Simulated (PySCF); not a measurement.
## Be⁺: ionisation energy

Be⁺ [He] 2s1 (2S) → Be²⁺ 1s2 (1S), as a difference of total energies. All numbers are calculated (PySCF 2.14, the non-relativistic Hamiltonian (point nucleus), in 6-31G* (3s2p1d, 14 functions)). The calculations carry no spin-orbit coupling.

| method | ionisation energy (eV) | error (eV) |
| --- | --- | --- |
| UHF | 18.114 | -0.097 |
| TPSS | 18.377 | +0.166 |
| M06-2X | 18.308 | +0.097 |

Reference: 18.211 eV (measured; NIST Atomic Spectra Database, ionization energies).
